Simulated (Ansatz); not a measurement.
Name a neutral molecule of C, O, Si, Sn and H with HOMO–LUMO gap (PBE0/def2-TZVPP) between 4.25 and 4.55 eV and LUMO energy (PBE/def2-TZVPP) between -3.20 and -2.90 eV (Ansatz, PBE0-D4/def2-TZVP geometry).

`O=[C]([SiH3])[SnH3]` (4.41 eV, -3.03 eV). Other molecules can fit too; these were computed, each in one conformer that needn't be the lowest.
